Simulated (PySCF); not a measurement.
Spectrum to structure. Computed with TDDFT CAM-B3LYP/def2-SVPD, vertical, gas phase, core orbitals frozen in the response in PySCF. Geometries: PBE0-D3(BJ)/def2-SVP, one conformer each.

| state | ν̃ (cm⁻¹) | f | main configurations (H = HOMO, L = LUMO) |
| --- | --- | --- | --- |
| S1 | 14300 | 0.0000 | H→L (95%) |
| S2 | 32500 | 0.0001 | H-2→L (92%) |
| S3 | 35530 | 0.0030 | H-3→L (89%) |
| S4 | 38770 | 0.016 | H→L+1 (68%), H-2→L+1 (22%) |
| S5 | 39090 | 0.301 | H-1→L (91%) |
| S6 | 43090 | 0.0000 | H-3→L+1 (81%), H-2→L+1 (12%) |

Orbital energies (eV): HOMO-3 -10.31, HOMO-2 -10.22, HOMO-1 -9.88, HOMO -8.17, LUMO -2.50, LUMO+1 -0.72, LUMO+2 0.42.

Question: Which structure fits?
A. `n1c(C)n[nH]c1OC(F)(F)F`
B. `CC(=S)c1ncnc(F)n1`
C. `CSc1cccpc1C#N`

Answer: B. Its S1, at 1.77 eV, is the lowest among the candidates; the nearest of the others has S1 at 3.90 eV. S1 is HOMO→LUMO (95%). Löwdin shares by element: HOMO sulfur 75%, carbon 15% or more; LUMO carbon 34% or more, sulfur 32%, nitrogen 8% or more (atoms not listed hold the other 26%). At the same level the other candidates give, for their lowest levels:
- `CSc1cccpc1C#N`: 3.90 eV (f 0.040); 4.65 eV (f 0.017); 4.91 eV (f 0.014); 5.12 eV (f 0.476); 5.32 eV (f 0.126); T1 3.00 eV; HOMO -8.00, LUMO -1.36 eV
- `Cc1n[nH]c(OC(F)(F)F)n1`: 6.85 eV (f 0.005); 7.00 eV (f 0.131); 7.01 eV (f 0.006); 7.55 eV (f 0.003); 7.77 eV (f 0.000); HOMO -8.93, LUMO 1.05 eV

The values belong to the conformer `[CH3:1][C:2](=[S:3])[c:4]1[n:5][cH:6][n:7][c:8]([F:9])[n:10]1`: C1–C2–C4–N5 -177°.
Triplets come from the Tamm–Dancoff approximation.
